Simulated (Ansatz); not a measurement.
Saddle point of GaH2Br, singlet (GaH₂Br ([GaH2][Br]) → GaH + HBr; bonds formed: Br2–H3; bonds broken: Ga1–Br2, Ga1–H3), PBE0-D4/def2-TZVP structure:

Ga1  (-0.688, 0.142, 0.655)
Br2  (1.547, -0.014, -1.037)
H3  (0.888, 0.704, 0.416)
H4  (-1.747, -0.832, -0.034)
(Å)

Energies are electronic, without zero-point energy. Barriers and step energies count from the start structure reached by relaxing down the imaginary mode; all methods use the PBE0-D4 structures, on which another method's saddle can fall below an end. Program: Ansatz 0.2.0. Basis: def2-TZVPP, with def2-QZVPP for the basis limit. Cores are frozen in the correlated methods. Filled d shells of the heavier atoms are correlated. The def2 sets are not built for correlating such inner shells, so the correlated values are less sure here. B3LYP uses VWN-RPA correlation. Extrapolation: Hartree–Fock as exp(−7.88 √X), correlation as X^−2.97.

```json
{"method": "SPW92", "barrier (kJ/mol)": "?", "step energy (kJ/mol)": "196.8"}
{"method": "PBE-D4", "barrier (kJ/mol)": "184.4", "step energy (kJ/mol)": "178.0"}
{"method": "BLYP-D4", "barrier (kJ/mol)": "?", "step energy (kJ/mol)": "159.5"}
{"method": "r2SCAN-D4", "barrier (kJ/mol)": "211.3", "step energy (kJ/mol)": "208.6"}
{"method": "B97M-V", "barrier (kJ/mol)": "220.2", "step energy (kJ/mol)": "200.0"}
{"method": "PBE0-D4", "barrier (kJ/mol)": "215.9", "step energy (kJ/mol)": "194.9"}
{"method": "B3LYP-D4", "barrier (kJ/mol)": "205.3", "step energy (kJ/mol)": "175.7"}
{"method": "r2SCAN0-D4", "barrier (kJ/mol)": "231.2", "step energy (kJ/mol)": "213.4"}
{"method": "BHLYP-D4", "barrier (kJ/mol)": "241.8", "step energy (kJ/mol)": "195.8"}
{"method": "CAM-B3LYP-D4", "barrier (kJ/mol)": "230.2", "step energy (kJ/mol)": "191.1"}
{"method": "wB97X-V", "barrier (kJ/mol)": "?", "step energy (kJ/mol)": "207.2"}
{"method": "wB97M-V", "barrier (kJ/mol)": "235.2", "step energy (kJ/mol)": "193.7"}
{"method": "B2PLYP", "barrier (kJ/mol)": "223.3", "step energy (kJ/mol)": "192.1"}
{"method": "PBE-QIDH", "barrier (kJ/mol)": "245.8", "step energy (kJ/mol)": "216.5"}
{"method": "RPA on PBE", "barrier (kJ/mol)": "226.3", "step energy (kJ/mol)": "190.5"}
{"method": "HF", "barrier (kJ/mol)": "295.0", "step energy (kJ/mol)": "210.3"}
{"method": "MP2", "barrier (kJ/mol)": "245.5", "step energy (kJ/mol)": "216.4"}
{"method": "CCSD", "barrier (kJ/mol)": "250.2", "step energy (kJ/mol)": "202.4"}
{"method": "CCSD(T)", "barrier (kJ/mol)": "238.8", "step energy (kJ/mol)": "202.5"}
```

Question: Fill in the withheld barriers. (Judge from chemistry; the value comes from the calculation.)

Answer: The calculation gives: BLYP-D4 179.0; SPW92 182.9; wB97X-V 248.5 kJ/mol. Each is the energy of the saddle less that of the start structure, by the same method.

For comparison, the barrier by CCSD(T) at an estimated basis limit (MP2 extrapolated from triple and quadruple zeta, plus CCSD(T) − MP2 in triple zeta) is 228.8 kJ/mol.

No T1 diagnostic of these runs exceeds 0.013. The restricted Hartree–Fock reference is unstable towards an unrestricted one at one or more of these structures.

Labels in which every atom is bracketed show which atoms are joined, not bond orders.

For scale, one of the runs: CCSD(T)/def2-TZVPP, 124 basis functions, launched by `ansatz run in.yaml --threads 2 --pin off --events-out ev --progress --plain --max-ram 4352MiB`. Hardware: 2 CPU threads of an Arm Neoverse V2, shared host. Wall time about 11 s.
